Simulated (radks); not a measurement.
Question: Ti VIII, configuration [Ne] 3s2 3p3. All-electron calculation, non-relativistic Kohn-Sham, BLYP, spin-polarised, spherical densities, point nucleus; open shells are filled with parallel spins first. Program: a radial shooting solver on a logarithmic mesh with Libxc functionals. Some entries of the table are withheld. Estimate them.

orbital,occ.,eigenvalue (Ry),<r> (bohr),r(max) (bohr)
1s up,1,-366.1428,0.07017,0.04613
1s down,1,-366.0374,0.07015,0.04613
2s up,1,-49.18829,0.3265,0.2707
2s down,1,-49.10042,0.3263,0.2709
2p up,3,-42.84777,0.2893,0.2196
2p down,3,-42.72124,0.2893,0.2200
3s up,1,-13.36234,0.9186,0.8323
3s down,1,-12.88028,0.9253,0.8329
3p up,3,-11.55458,(1),0.8375
3p down,0,-11.08727,(2),0.8388

Answer: 
(1) 3p up <r> (bohr): 0.9372
(2) 3p down <r> (bohr): 0.9467
